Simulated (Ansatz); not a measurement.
Start from `O=C(O)C(F)(F)F` and change one atom or group to get `F[C](F)(F)[GeH3]`.

Ansatz, PBE0-D4/def2-TZVP geometries, multiplicity 1. Each molecule was computed in one conformer, which needn't be the lowest.

Scalar relativity is left out up to krypton.

| property | `O=C(O)C(F)(F)F` |
| --- | --- |
| size of the dipole moment (B3LYP/def2-TZVPP) / D | 2.21 |
| ideal-gas entropy at 298 K and 1 bar (rigid rotor, harmonic PBE0-D4/def2-TZVP) / J/(mol·K) | 338 |
| size of the dipole moment (PBE/def2-TZVPP) / D | 2.14 |
| LUMO energy (ωB97M-V/def2-TZVPP) / eV | 1.32 |
| LUMO energy (B3LYP/def2-TZVPP) / eV | -1.38 |
| HOMO energy (B3LYP/def2-TZVPP) / eV | -8.97 |

Problem. Give the same properties after the change, and the shifts. (Best estimate.)

Solution. The calculation gave: 
```tsv
property	`F[C](F)(F)[GeH3]`	shift
size of the dipole moment (B3LYP/def2-TZVPP) / D	2.18	-0.03
ideal-gas entropy at 298 K and 1 bar (rigid rotor, harmonic PBE0-D4/def2-TZVP) / J/(mol·K)	327	-11
size of the dipole moment (PBE/def2-TZVPP) / D	1.91	-0.23
LUMO energy (ωB97M-V/def2-TZVPP) / eV	2.20	0.88
LUMO energy (B3LYP/def2-TZVPP) / eV	0.14	1.52
HOMO energy (B3LYP/def2-TZVPP) / eV	-9.16	-0.19
```

With PBE0 the HOMO falls by 0.15 eV and the LUMO rises by 1.50 eV, so the gap widens by about 1.65 eV. PBE moves the HOMO by -0.43 eV and ωB97M-V by 0.03 eV. Dipoles are sizes alone; their direction can turn. Modes under 60 cm⁻¹, often nearly free rotors, make the harmonic entropy too high.

B3LYP here is the variant with VWN-RPA as its local correlation; programs differ in this.
